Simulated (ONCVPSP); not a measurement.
What one change does to a pseudopotential (cadmium (Cd), ONCV)

| Quantity | Value |
| --- | --- |
| Element | cadmium (Cd) |
| Generator | ONCVPSP 4.0.1 |
| Type | optimised norm-conserving Vanderbilt (ONCV) |
| Functional | PBE |
| Relativity | scalar-relativistic |
| Frozen core | [Ar] 3d10 |
| Valence charge | 20 |
| Reference configuration | 4s2 4p6 4d10 5s2 |
| Partial waves | 4s+5s: rc 1.20 bohr, ncon 3, nbas 6, qcut 9.6 1/bohr, 3 projectors, debl 3.8 Ha; 4p: rc 1.65 bohr, ncon 4, nbas 7, qcut 10.1 1/bohr, 3 projectors, debl 3.1 Ha; 4d: rc 1.60 bohr, ncon 4, nbas 9, qcut 9.5 1/bohr, 2 projectors, debl 3 Ha |
| Local potential | polynomial inside 0.75 bohr (lpopt 3, dvloc0 0 Ha) |
| Core correction | Teter function, fcfact 5.25, rcfact 1.2 |

Change: p: qcut 5.6.

Cutoffs: the cutoffs (Ha) at which the residual kinetic energy of the hardest occupied pseudo-wave falls to 1 and 0.1 mHa per electron; they do not see the model core or the augmentation charge, which bear on the density cutoff. Errors are all-electron minus pseudo energies relative to the spin-unpolarised reference configuration.

How do hardness, ghosts and transferability respond?

The potential gets harder (36 Ha and 41 Ha → 36 Ha and 52 Ha); the bound ghosts move from d to d, p; of the 4 tests that both files solve, the error grows in 1 and shrinks in 0 by more than 15 % and 0.3 meV (median size 29.3 → 28.6 meV).

| quantity | base | changed |
| --- | --- | --- |
| cutoff, loose | 36 Ha | 36 Ha |
| cutoff, tight | 41 Ha | 52 Ha |
| loose cutoff by channel | s 36 Ha, p 22 Ha, d 32 Ha | s 36 Ha, p 30 Ha, d 32 Ha |
| bound ghosts | d | p, d |
| GHOST(+) flags under 300 eV | none | none |
| largest miss of a reference level, eV | 0.05 | 0.05 |
| error for 4s2 4p6 4d10 5s1, meV [ΔE 9.27 eV] | -1.0 | -1.1 |
| error for 4s2 4p6 4d10 5s0, meV [ΔE 26.40 eV] | -2.8 | -3.3 |
| error for 4s2 4p6 4d9 5s0, meV [ΔE 64.41 eV] | +56 | +54 |
| error for 4s1 4p6 4d10 5s2, meV [ΔE 113.52 eV] | -162 | -172 |
| s: phases at 1.22 bohr within 0.05 rad from the reference energy up to (Ha; the scan ends near 5) | to the end of the scan | to the end of the scan |
| p: phases at 1.68 bohr within 0.05 rad from the reference energy up to (Ha; the scan ends near 5) | to the end of the scan | to the end of the scan |
| d: phases at 1.63 bohr within 0.05 rad from the reference energy up to (Ha; the scan ends near 5) | to the end of the scan | to the end of the scan |
| rms error of d²Exc/dni dnj with the model core, mHa | 0.36 | 0.30 |

 A true bound ghost makes a file unfit for plane-wave use even where its test errors are small: the radial tests pick states by their node count and pass the ghost by.
